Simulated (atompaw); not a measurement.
**Mo (Z = 42): PAW (atompaw) pseudisation with PBE, scalar-relativistic reference atom.**

atompaw 4.2.0.5 was run on this input:

```
Mo 42
GGA-PBE scalarrelativistic loggrid 1500 logderivrange -8 5 326
5 5 4 0 0 0
5 0 0
5 1 0
4 2 4
0 0 0
c
c
c
v
v
c
c
v
v
c
v
2
2.00 1.55 1.90 1.30
n
n
y
0.65
n
bloechl sinc
3 1 troulliermartins
PWSCFOUT
UPFDX 0.0125d0 UPFXMIN -7.d0 UPFZMESH 42.d0
END
```

Command:

```bash
atompaw < Mo.input > Mo.log
```

Resulting log (summary file):

```
Completed calculations for Mo (AE)

 Exchange-correlation type: GGA, Perdew-Burke-Ernzerhof

 Radial integration grid is logarithmic
 r0 =   2.0453037E-04 h =   8.5902757E-03   n =      1500 rmax =   8.0000000E+01

 Scalar relativistic calculation

 AEatom converged in  22 iterations
   nz     =  42.00
   delta  =       1.319435458674E-15

 All Electron Orbital energies:
  n  l      occupancy      energy
  1  0      2.0000000E+00 -1.4583102E+03
  2  0      2.0000000E+00 -2.0713951E+02
  3  0      2.0000000E+00 -3.6392593E+01
  4  0      2.0000000E+00 -6.0823040E+00
  5  0      0.0000000E+00 -1.3011127E+00
  2  1      6.0000000E+00 -1.8532034E+02
  3  1      6.0000000E+00 -2.9241950E+01
  4  1      6.0000000E+00 -4.1710960E+00
  5  1      0.0000000E+00 -9.3255051E-01
  3  2      1.0000000E+01 -1.7609920E+01
  4  2      4.0000000E+00 -1.5307409E+00

 Total energy
   Total                    :    -8095.59593282670721

 ---
 Completed calculations for Mo (SC)

 Exchange-correlation type: GGA, Perdew-Burke-Ernzerhof

 Radial integration grid is logarithmic
 r0 =   2.0453037E-04 h =   8.5902757E-03   n =      1500 rmax =   8.0000000E+01

 Scalar relativistic calculation

 SCatom converged in   3 iterations
   nz     =  42.00
   delta  =       7.576099224606E-17

 Valence Electron Orbital energies:
  n  l      occupancy      energy
   4  0      2.0000000E+00 -6.0823040E+00
   5  0      0.0000000E+00 -1.3011127E+00
   4  1      6.0000000E+00 -4.1710960E+00
   5  1      0.0000000E+00 -9.3255051E-01
   4  2      4.0000000E+00 -1.5307409E+00

 Total energy
   Total                    :    -8095.59593282497644
   Valence                  :     -361.46893461835225

 PAW parameters:
       lmax =            2
         rc =    2.0071163154526737
        irc =         1071
   rc_shape =    1.5510944778033888
    rc_vloc =    1.9062767211501774
    rc_core =    1.3062109809593223
   Vloc: Norm-conserving Troullier-Martins with l= 3;e=   1.0000E+00
   Projector type: Bloechl + Gram-Schmidt ortho.
   Sinc^2 compensation charge shape zeroed at   1.5511E+00

 Number of basis functions     6
 No.   n  nodes  l      Energy         Cp coeff         Occ
  1    4    3    0   -0.6082304E+01 -0.1430185E+02  0.2000000E+01
  2    5    4    0   -0.1301113E+01 -0.1857139E+02  0.0000000E+00
  3    4    2    1   -0.4171096E+01 -0.9698127E+01  0.6000000E+01
  4    5    3    1   -0.9325505E+00 -0.1214671E+02  0.0000000E+00
  5    4    1    2   -0.1530741E+01 -0.5281594E+01  0.4000000E+01
  6  999    2    2    0.6500000E+00 -0.6350463E+01  0.0000000E+00

 Eigenvalues of overlap operator (in the basis of projectors):
    1        5.93594898E-02
    2        1.41905279E-01
    3        4.10859758E-01
    4        1.99502810E+00
    5        2.91895920E+00
    6        5.46398689E+00

 Orbital leakage outside PAW augmentation regions
   orb  is_core?  %out_of_sphere
   1 0    T           0.00
   2 0    T           0.00
   3 0    T           0.00
   4 0    F           2.25
   5 0    F          85.90
   2 1    T          -0.00
   3 1    T           0.00
   4 1    F           5.69
   5 1    F          92.87
   3 2    T           0.00
   4 2    F          29.60

 Summary of PAW energies
   Total valence energy     :   -361.46894167819437
   Smooth energy            :     68.74122335122175
   One center               :   -430.21016502941609
   Smooth kinetic           :     81.94037389393388
   Vloc energy              :    -30.14861209530804
   Smooth exch-corr         :    -31.59566390250626
   One-center xc            :   -214.34226575258211

  Detected negative values for pseudo core + nhat
    which may cause trouble
  Please try reducing rc_core and or adjusting compensation charge shape
```

The run took about 2.3 s on one core of a shared server CPU.
